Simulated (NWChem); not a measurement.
Everything below was run with NWChem. System: Al2, charge 0, spin multiplicity 3, at a geometry optimised with UB3LYP/def2-SVP. The structure started from a generated list of species. Its SCF solution wasn't tested for a lower state. Level: UMP2/def2-TZVP, 10 core orbitals frozen.

Input file:

```
start mol
memory heap 200 mb stack 900 mb global 1100 mb
geometry units angstroms nocenter noautoz
  Al     0.000000     0.000000     1.252803
  Al     0.000000     0.000000    -1.252803
  symmetry group D2h
end
basis spherical
  * library def2-tzvp
end
scf
  uhf
  nopen 2
  maxiter 100
  thresh 1e-7
  semidirect memsize 60000000 filesize 0
  # guess.movecs holds the orbitals of an unrestricted PBE0 run
  vectors input guess.movecs output mol.movecs
end
mp2
  freeze core 10
end
task mp2 energy
```

Output (cleaned and shortened):

```
             Northwest Computational Chemistry Package (NWChem) 7.3.0
             --------------------------------------------------------

                                NWChem Input Module
                                -------------------

 Scaling coordinates for geometry "geometry" by  1.889725989
 (inverse scale =  0.529177249)

 Turning off AUTOSYM since
 SYMMETRY directive was detected!

                             Geometry "geometry" -> ""
                             -------------------------

 Output coordinates in angstroms (scale by  1.889725989 to convert to a.u.)

  No.       Tag          Charge          X              Y              Z
 ---- ---------------- ---------- -------------- -------------- --------------
    1 Al                  13.0000     0.00000000     0.00000000     1.25280300
    2 Al                  13.0000     0.00000000     0.00000000    -1.25280300

 Effective nuclear repulsion energy (a.u.)      35.6923455168

            Nuclear Dipole moment (a.u.)
            ----------------------------
        X                 Y               Z
 ---------------- ---------------- ----------------
     0.0000000000     0.0000000000     0.0000000000

      Symmetry information
      --------------------

 Group name             D2h
 Group number             26
 Group order               8
 No. of unique centers     1

      Symmetry unique atoms

     1


 Summary of "ao basis" -> "" (spherical)
 ------------------------------------------------------------------------------
       Tag                 Description            Shells   Functions and Types
 ---------------- ------------------------------  ------  ---------------------
 *                         def2-tzvp                  on all atoms

 Summary of "ao basis" -> "ao basis" (spherical)
 ------------------------------------------------------------------------------
       Tag                 Description            Shells   Functions and Types
 ---------------- ------------------------------  ------  ---------------------
 Al                        def2-tzvp                13       37   5s5p2d1f
[...]
  AO/Fock/Back tols     =   1.0D-09  1.0D-09  1.0D-09

 GA uses MA = F    GA memory limited = T

 Available:
  local mem=  1.26D+08
 global mem=  1.44D+08
 local disk=  0.00D+00
  mp2_memr nvloc                    60
  nvloc new                    60
   1 passes of   4:        4194304                      23166                   2228962.
   1 passes of   4: M    126152456           G      144168248           F     121958152.

 Semi-direct pass number   1 of   1  for UHF alpha       at        0.5s
  vrange nnbf                  2720
  mp2_eaftype                    10  avail_ma_in_mb                  1099
 EAF : mp2_eaftype filesize          10    1114481.
  mp2_eaf for mointskh                     10
Node 0 wrote      5.2 Mb in      0.0 s     Agg I/O rate:  2184.5 Mb/s
 Done moints_semi at        1.2s
  mp2_eaftype                    10  avail_ma_in_mb                  1089
 EAF : mp2_eaftype filesize          10    1114481.
  mp2_eaf for kh                    10
 Done maket at        1.2s
 Done multipass loop at        1.2s

 GA uses MA = F    GA memory limited = T

 Available:
  local mem=  1.26D+08
 global mem=  1.44D+08
 local disk=  0.00D+00
  mp2_memr nvloc                    62
  nvloc new                    62
   1 passes of   2:        4194304                      17368                   1156194.
   1 passes of   2: M    126152456           G      144168248           F     121958152.

 Semi-direct pass number   1 of   1  for UHF beta        at        1.3s
  vrange nnbf                  2720
  mp2_eaftype                    10  avail_ma_in_mb                  1099
 EAF : mp2_eaftype filesize          10     578097.
  mp2_eaf for mointskh                     10
Node 0 wrote      2.7 Mb in      0.0 s     Agg I/O rate:  2042.0 Mb/s
 Done moints_semi at        1.9s
  mp2_eaftype                    10  avail_ma_in_mb                  1089
 EAF : mp2_eaftype filesize          10     578097.
  mp2_eaf for kh                    10
 Done maket at        1.9s
 Done multipass loop at        1.9s

          -------------------------------------------
          SCF energy                -483.765029770507
          Correlation energy          -0.100733224953
          Singlet pairs                0.000000000000
          Triplet pairs                0.000000000000
          Total MP2 energy          -483.865762995459
          -------------------------------------------

          ---------------------------------------------------
                    Spin Component Scaled (SCS) MP2
          Same spin pairs                     -0.022768984943
          Same spin scaling factor             0.333333333333
          Opposite spin pairs                 -0.077964240010
          Opposite spin scaling fact.          1.200000000000
          SCS-MP2 correlation energy          -0.101146749659
          Total SCS-MP2 energy              -483.866176520166
          ---------------------------------------------------

 -----------------------
 Performance information
 -----------------------

 Timer overhead =  9.65D-08 seconds/call

               Nr. of calls         CPU time (s)                 Wall time (s)                GFlops
             ---------------    -------------------     ------------------------------   -------------------
Name         Min   Avg   Max    Min     Avg     Max     Min     Avg     Max   Mx/calls   Min     Max     Sum
mp2: moin     2     2     2    1.4     1.4     1.4      1.4     1.4     1.4    0.69      0.0     0.0     0.0
mp2: make     2     2     2   1.60E-2 1.60E-2 1.60E-2  1.60E-2 1.60E-2 1.60E-2 8.02E-3   0.0     0.0     0.0
mp2: tota     1     1     1    1.4     1.4     1.4      1.4     1.4     1.4     1.4      0.0     0.0     0.0

 The average no. of pstat calls per process was 5.00D+00
 with a timing overhead of 4.83D-07s

 Task  times  cpu:        1.9s     wall:        1.9s

 Total times  cpu:        1.9s     wall:        1.9s
```
